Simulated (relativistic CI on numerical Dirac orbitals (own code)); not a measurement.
## Ir LXIV: q coefficients and field-shift factors

These numbers are calculated, not measured: Dirac-Coulomb-Breit CI, separate exchange-only KLI orbitals for each configuration, derivatives by finite differences, unscaled Slater integrals, QED left out (own radial code, finite nucleus).

CI space (outside the closed core [Ne]): 3s2.3p2, 3s2.3p.3d, 3s.3p3, 3s2.3d2, 3p4, 3s.3p2.3d, 3p2.3d2, 3s.3p.3d2. Levels of other configurations are missing.

With x = (α/α₀)² − 1 an excitation energy changes as ω = ω₀ + qx; K = 2q/ω₀ is the relative enhancement. Terms are leading LS components, so labels can repeat. The field-shift factor is F = δν/δ⟨r²⟩ for the transition from the lowest level.

Lowest level 3s2.3p2 3P_0.

| Level | ω₀ (cm⁻¹) | q (cm⁻¹) | K | F (GHz/fm²) |
| --- | --- | --- | --- | --- |
| 3s2.3p2 3P_1 | 3406357 | 4.36e+06 | 2.56 | -741 |
| 3s2.3p2 1D_2 | 3486542 | 4.355e+06 | 2.5 | -747 |
| 3s.3p3 3P°_2 | 4908693 | 4.767e+06 | 1.94 | -10400 |
| 3s.3p3 3D°_1 | 5145100 | 4.709e+06 | 1.83 | -8560 |
| 3s2.3p.3d 3F°_2 | 5297252 | 4.453e+06 | 1.68 | -760 |
| 3s2.3p.3d 3D°_1 | 5695973 | 4.591e+06 | 1.61 | -2850 |
| 3s2.3p.3d 3P°_2 | 6252175 | 5.3e+06 | 1.7 | -913 |
| 3s2.3p.3d 3F°_3 | 6263724 | 5.308e+06 | 1.69 | -700 |
| 3s.3p2.3d 3D_1 | 6823024 | 4.887e+06 | 1.43 | -10600 |
| 3s.3p2.3d 3D_2 | 6884792 | 5.042e+06 | 1.46 | -10400 |
| 3s2.3p2 3P_2 | 6957076 | 8.588e+06 | 2.47 | -1820 |
| 3s2.3p2 1S_0 | 7129703 | 8.738e+06 | 2.45 | -1580 |
| 3s.3p2.3d 3D_3 | 7738753 | 5.726e+06 | 1.48 | -10600 |
| 3s.3p2.3d 3F_2 | 7860004 | 5.745e+06 | 1.46 | -10700 |
| 3s.3p3 3D°_2 | 8237298 | 9.07e+06 | 2.2 | -11000 |
| 3s.3p3 3D°_3 | 8405386 | 9.094e+06 | 2.16 | -10800 |
| 3s.3p3 3P°_0 | 8496010 | 9.065e+06 | 2.13 | -9950 |
| 3s.3p3 1D°_2 | 8636428 | 9.024e+06 | 2.09 | -8190 |
| 3s.3p3 3P°_1 | 8640605 | 9.085e+06 | 2.1 | -9560 |
| 3s.3p3 3S°_1 | 8740430 | 9.119e+06 | 2.09 | -11200 |
| 3s2.3p.3d 3F°_3 | 9037695 | 8.849e+06 | 1.96 | -1750 |
| 3s2.3p.3d 3P°_1 | 9085822 | 8.934e+06 | 1.97 | -3390 |
| 3s2.3p.3d 3P°_0 | 9090697 | 8.92e+06 | 1.96 | -2860 |

At this charge energies of transitions that change n are usually good to better than 1 %, and those within a shell (Δn = 0) to a few per cent.
